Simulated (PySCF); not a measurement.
**BeS: from constants to spectrum**

RHF-CCSD(T) constants of BeS, ¹Σ⁺ (singlet), closed shell (PySCF, spin-free X2C with a Gaussian nucleus, basis sets Be x2c-TZVPPall, S x2c-TZVPPall; masses 9.0122 and 31.9721 u):

| Item | Value |
| --- | --- |
| ωe | 959.0 cm⁻¹ |
| ωexe | 5.77 cm⁻¹ |
| Be | 0.76725 cm⁻¹ |
| αe | 0.00658 cm⁻¹ |
| D (centrifugal) | 1.96e-06 cm⁻¹ |
| De to Be + S | 2.82 eV |

Task: Estimate the standard entropy (1 bar) and heat capacity of the ideal gas at 1500 K, rigid rotor with B0 and harmonic oscillator at the fundamental.

Result: Translation (Sackur–Tetrode, M = 40.98 u): 188.7 J/(mol K). Rotation: q = kT/(σB0) = 1360 with σ = 1, 68.3. Vibration: x = hcν0/kT = 0.909, 9.39. S° = 266.5 J/(mol K); Cp = 7R/2 + 7.77 = 36.9 J/(mol K).

Correlated steps freeze 5 core orbitals. Where the molecule has an RHF reference, its open-shell atoms are computed with UHF. The CCSD T1 diagnostic is raised, a sign that a single reference may not be enough here.
